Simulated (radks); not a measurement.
The numbers below are computed, except where a source is named.
Species: the platinum ion Pt2+. Configuration: [Xe] 4f14 5d8. Code: a radial shooting solver on a logarithmic mesh with Libxc functionals. Model: scalar-relativistic Kohn-Sham, PBE, spin-polarised, spherical densities, point nucleus; open shells are filled with parallel spins first (spin-orbit coupling, left out, can overturn this in heavy ions); hard spherical wall at 7 bohr.

Normalised radial functions P(r) = r R(r), r in bohr:

r         5p down
0.002425   0.0097
0.00326    0.0158
0.004383   0.0254
0.005892   0.0406
0.007922   0.0636
0.01057    0.0962
0.01421    0.1419
0.0191     0.1981
0.02568    0.2549
0.03452    0.2883
0.04642    0.2588
0.06241    0.1258
0.0839    -0.1098
0.1128    -0.3471
0.1505    -0.3880
0.2023    -0.0887
0.272      0.3984
0.3656     0.5928
0.4916     0.1650
0.6609    -0.6040
0.8886    -1.0913
1.195     -0.9999
1.606     -0.5804
2.142     -0.2255
2.88      -0.0525
3.873     -0.0066
5.207     -0.0004
7         0.0000

5p down: eigenvalue -76.173 eV, 3 radial nodes at r = 0.0739, 0.214, 0.525 bohr, <r> = 1.10 bohr, 90 % of the charge inside 1.60 bohr.
